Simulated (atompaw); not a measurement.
## Cutoff test, manganese, PAW (atompaw)

```json
{
 "Element": "manganese (Mn)",
 "Generator": "atompaw 4.2.0.5",
 "Type": "PAW",
 "Functional": "PBE",
 "Relativity": "scalar-relativistic",
 "Frozen core": "[Ar]",
 "Valence charge": "7",
 "Reference configuration": "3d5 4s0.5 4p0 (charge +1.5)",
 "Partial waves": "4s (bound): rc 2.25 bohr; 4s channel at 1.05 Ry: rc 2.25 bohr; 4p (bound, empty): rc 2.15 bohr; 4p channel at -0.15 Ry: rc 2.15 bohr; 3d (bound): rc 2.25 bohr; 3d channel at -0.8 Ry: rc 1.35 bohr",
 "Local potential": "troulliermartins scheme with l = 3 at 0 Ry, radius 2.20 bohr",
 "Core correction": "smooth core density matched at 2.20 bohr",
 "Augmentation charge": "besselshape compensation charge, radius 1.75 bohr; PAW radius 2.25 bohr; waves and projectors: custom rrkj gramschmidtortho"
}
```

The pseudo-atom Hamiltonian at the reference potential is diagonalised in spherical Bessel functions j_l(qr) that vanish at 20 bohr, with q² up to the cutoff. All-electron valence levels (Ry): 4s -1.1443, 4p -0.7694, 3d -1.4308.

Question: How do the lowest levels (Ry) of each channel move with the cutoff, and are there ghosts?

Answer:

```
cutoff (Ry)     s #1     p #1     p #2     d #1     d #2     f #1     f #2  Σ f·Δε (mRy)
          8  -1.1440  -0.7689  -0.2852  -1.2740  -0.3123  -0.1612  -0.0618         784.4
         12  -1.1442  -0.7692  -0.3906  -1.4008  -0.3243  -0.1613  -0.0619         150.2
         15  -1.1442  -1.4106  -0.7692  -1.4204  -0.3269  -0.1613  -0.0620          51.9
         21  -1.1443  -1.8820  -0.7693  -1.4305  -0.3305  -0.1613  -0.0620           1.5
         25  -1.1443  -1.9539  -0.7693  -1.4306  -0.3319  -0.1613  -0.0620           0.9
         35  -1.1443  -1.9624  -0.7693  -1.4308  -0.3390  -0.1613  -0.0620           0.3
        400  -1.1443  -1.9643  -0.7693  -1.4308  -0.3478  -0.1613  -0.0620           0.0
```

Result: ghost state, extra bound levels that the all-electron valence spectrum of the same l lacks: p at -26.7 eV (a true bound ghost makes a file unfit for plane-wave use); 10 mRy is reached at 18 Ry and 1 mRy at 25 Ry.
